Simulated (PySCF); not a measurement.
C₂H₁₀O₂SSi₂.
SMILES: `COCS[SiH2]O[SiH3]`

Computed, not measured: TDDFT CAM-B3LYP/def2-SVPD, vertical, gas phase, core orbitals frozen in the response (PySCF 2.14.0, density-fitted response routines). Isolated species at its GFN2-xTB geometry (one conformer only). Torsions of this conformer, `[CH3:1][O:2][CH2:3][S:4][SiH2:5][O:6][SiH3:7]`: C1–O2–C3–S4 173°, O2–C3–S4–Si5 -39°, C3–S4–Si5–O6 -49°.

Q: Predict the UV-vis stick spectrum at this level.

A: 

```tsv
state	E (eV)	ν̃ (cm⁻¹)	f	main configurations (H = HOMO, L = LUMO)
S1	5.76	46460	0.0023	H→L+2 (40%), H→L (37%)
S2	6.38	51490	0.015	H→L (37%), H→L+2 (32%), H→L+3 (13%)
S3	6.70	54000	0.038	H→L+3 (67%), H→L (11%), H→L+4 (8%)
S4	7.17	57840	0.032	H-1→L (67%)
S5	7.23	58310	0.0042	H→L+1 (34%), H→L+4 (18%), H→L+5 (11%)
S6	7.37	59480	0.0094	H-2→L (49%), H-3→L (20%)
S7	7.45	60100	0.0056	H-3→L (25%), H→L+6 (24%), H→L+4 (10%)
S8	7.49	60400	0.018	H-3→L (25%), H→L+5 (17%), H→L+4 (17%)
```

Triplets, Tamm–Dancoff:

```json
{"state": "T1", "E (eV)": "5.32", "λ (nm)": "233.1", "main configurations (H = HOMO, L = LUMO)": "H→L (34%), H→L+2 (33%)"}
{"state": "T2", "E (eV)": "6.02", "λ (nm)": "206.0", "main configurations (H = HOMO, L = LUMO)": "H→L+2 (32%), H→L (24%), H→L+3 (19%)"}
{"state": "T3", "E (eV)": "6.47", "λ (nm)": "191.6", "main configurations (H = HOMO, L = LUMO)": "H→L+3 (57%), H→L (18%)"}
```

The lowest singlet comes at 215 nm (556 kJ/mol) in the ultraviolet; it is very weak; its leading configuration is HOMO→LUMO+2 (40%). The strongest level in the table is S3 at 6.70 eV (185 nm, f = 0.038). Löwdin shares by element: HOMO sulfur 70%, carbon 10% or more, silicon 8% or more; LUMO silicon 33%, sulfur 12%, oxygen 7% or more (atoms not listed hold the other 48%). The oscillator strengths of these states sum to 0.124; summed over the whole spectrum of an exact calculation they would give the number of electrons, 82 (Thomas–Reiche–Kuhn). The listed states span 1.73 eV, and the widest gap between neighbours is 0.62 eV (S1 to S2). Weighted by f, the mean energy of these states is 6.98 eV. No computed singlet lies in the visible range (380 to 750 nm); the lowest, at 215 nm, stands 2.50 eV above its violet end (3.26 eV). Only the lowest 8 singlets were computed, as vertical energies without vibronic structure.
